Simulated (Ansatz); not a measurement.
MoN(OH)3 (MoNO3H3). The state is a singlet with charge 0. Geometry B3LYP-D4/def2-SVP; atoms count from 1.

```xyz
8

Mo    0.014    0.032    0.019
N    -0.567   -1.282   -0.767
O     1.583    0.551   -0.892
H     1.916    0.079   -1.668
O     0.364   -0.515    1.791
H     0.204   -1.417    2.100
O    -1.334    1.350   -0.070
H    -2.180    1.201   -0.514
```

In the def2 sets Mo takes a core potential; there is no spin–orbit coupling. The restricted singlet is unstable towards broken spin symmetry in Hartree–Fock (as tested in another run); at PBE0-D4/def2-TZVP this wasn't settled.

Question: Estimate the Mulliken populations from the PBE0/def2-TZVP orbitals of Ansatz.

Answer: 
```csv
atom,charge (e),d electrons
Mo1,1.53,3.83
N2,-0.44,–
O3,-0.72,–
H4,0.36,–
O5,-0.72,–
H6,0.36,–
O7,-0.72,–
H8,0.36,–
```
Mulliken values depend strongly on the basis.

Question: And the Mayer bond orders between heavy atoms (over 0.3)?

Answer: Mo1–N2 2.78 (1.64 Å); Mo1–O3 0.94 (1.89 Å); Mo1–O5 0.94 (1.89 Å); Mo1–O7 0.94 (1.89 Å).
